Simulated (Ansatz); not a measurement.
Gas-phase reaction in SMILES: C[Si](C)(C)O[Si](F)(F)F + 8 [H][H] (H2) → 3 C (CH4) + 3 F (HF) + O (H2O) + 2 [SiH4] (SiH4)
Structures are relaxed separately at B3LYP-D3(BJ)/def2-TZVP in Ansatz (a program for electronic structure), one conformer each, not searched for the lowest.

Property: energy of full hydrogenation (electronic energy difference), in kcal/mol. Correlated levels leave the core frozen unless marked. Spin-orbit coupling is left out. No relativistic terms. Basis-set limits of correlation are two-point, X^-3; Hartree-Fock from the larger set. The bracket is a focal-point correction in the basis named.

RI-MP2/CBS(cc-pV(T+d)Z,cc-pV(Q+d)Z)+[CCSD(T)-MP2]/cc-pV(T+d)Z (Ansatz) gives 121.6 kcal/mol.

Q: Another calculation gave 118.3 kcal/mol. Which level was it?
A. B2GP-PLYP/def2-TZVPD (Ansatz)
B. CAM-B3LYP/def2-TZVPD (Ansatz)
C. PBE0/def2-TZVPD (Ansatz)
D. PBE-QIDH/def2-TZVPD (Ansatz)

A: D, PBE-QIDH/def2-TZVPD (Ansatz). The others give 120.8 (B2GP-PLYP), 112.1 (CAM-B3LYP), 104.7 (PBE0) kcal/mol.
